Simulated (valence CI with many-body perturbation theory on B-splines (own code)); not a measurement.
Which ion has this spectrum?

A relativistic CI+MBPT calculation for an atom or ion with 23 electrons gives these levels (cm⁻¹):

```csv
J,Parity,E,g
5/2,even,0.0,1.69
5/2,even,96971,1.18
7/2,even,158057,1.13
3/2,even,163294,1.29
11/2,even,166709,1.16
9/2,even,185017,1.15
5/2,even,189687,1.13
1/2,even,199439,1.88
7/2,even,230225,1.15
5/2,even,246009,1.21
7/2,even,272055,1.19
3/2,even,277108,0.83
11/2,even,277353,1.05
9/2,even,291917,1.14
```

The energies are calculated, and their last digits are not significant.

Which is it?
A. Cs32+
B. Ba33+
C. Xe31+
D. Te29+

A. Cs32+, ground level (3d3/2^4 3d5/2) J=5/2.
